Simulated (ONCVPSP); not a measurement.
## strontium: ONCV pseudisation with BLYP, scalar-relativistic reference atom.

strontium (Sr), optimised norm-conserving Vanderbilt (ONCV), made with ONCVPSP 4.0.1 (BLYP, scalar-relativistic). Core [Ar] 3d10, reference 4s2 4p6 5s2. Waves: 4s+5s: rc 2.00 bohr, ncon 3, nbas 7, qcut 6.8 1/bohr, 2 projectors; 4p: rc 1.85 bohr, ncon 4, nbas 8, qcut 7 1/bohr, 2 projectors, debl 2 Ha; d scattering state at 0.07 Ha: rc 2.10 bohr, ncon 4, nbas 7, qcut 4.9 1/bohr, 2 projectors, debl 3.9 Ha. Local part: polynomial inside 1.70 bohr (lpopt 1, dvloc0 -1 Ha). Core correction: Teter function fitted to the true core (icmod 2), fcfact 0.5.

In the d channel the program set the typed energies aside and used 0.050, 3.950 Ha.

(1) Estimate the cutoffs (Ha) at which the residual kinetic energy of the hardest occupied pseudo-wave falls to 1 and 0.1 mHa per electron.

(2) What does a ghost test show?

(3) Tests: 4s2 4p6 5s1; 4s2 4p6 5s0; 4s2 4p6 5s1.5; 4s2 4p5 5s2. Which has the largest error in its energy relative to the reference configuration, and how large is it?

## Answers

(1) 15 Ha and 19 Ha.

(2) Ghosts flagged at negative energy: d at -302.0 eV; no localised positive-energy state flagged. A true bound ghost makes a file unfit for plane-wave use.

(3) 4s2 4p5 5s2, with -6.3 meV (all-electron minus pseudo) on +28.06 eV.
